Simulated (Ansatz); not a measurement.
Q: Name a neutral molecule of C, Ga, Si and H with HOMO–LUMO gap (ωB97M-V/def2-TZVPP) between 7.40 and 7.70 eV and HOMO energy (PBE/def2-TZVPP) between -5.05 and -4.75 eV (Ansatz, PBE0-D4/def2-TZVP geometry).

A: `[SiH3][Ga]1[CH2][CH2]1` (7.57 eV, -5.01 eV). Other molecules can fit too; these were computed, each in one conformer that needn't be the lowest.
